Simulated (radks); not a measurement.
Spherical quantum dot in the effective-mass picture: electrons in a hard-walled sphere of radius 2.09, with a point charge +1 (a donor) at the centre, all in effective atomic units (hartree* = m*/eps^2 hartree, bohr* = eps/m* bohr), one dielectric constant everywhere. Method: non-relativistic Kohn-Sham, r2SCAN, spin-polarised, spherical densities, generalised Kohn-Sham scheme; computed with a radial shooting solver with Libxc functionals. Levels are named by radial order and angular momentum (1s, 1p, 1d, 2s, ...), and open shells are averaged over m. Results are scaled to m* = 0.052 and eps = 10.2, for which hartree* = 13.6 meV and bohr* = 10.38 nm.

N = 10, configuration 1s2 1p6 1d(up 2, down 0). This is the lowest configuration that the search found. Occupied and some empty levels:

level    occupation  eigenvalue (meV)  <r> (nm)
1s up             1            88.790     11.54
1s down           1            89.673     11.34
1p up             3            103.33     13.55
1p down           3            104.84     13.49
1d up             2            122.07     14.55
1d down           0            123.88     14.53
2s up             0            130.79     10.06
2s down           0            131.57     10.24
1f up             0            145.51     15.24
1f down           0            147.47     15.23
2p up             0            167.66     11.34
2p down           0            168.55     11.37

Energy (meV): total 600.907, kinetic 329.39, external -119.12, Hartree 477.01, exchange-correlation -86.381.

Electron density:

r (nm)  n(r) (e/nm^3)
0.551       0.0004634
2.18        0.0003792
3.80        0.0003581
5.43        0.0003758
7.05        0.0004160
8.67        0.0004627
10.3        0.0004983
11.9        0.0005034
13.5        0.0004625
15.2        0.0003708
16.8        0.0002452
18.4        0.0001185
20.0       0.00003003
21.7        2.712e-08
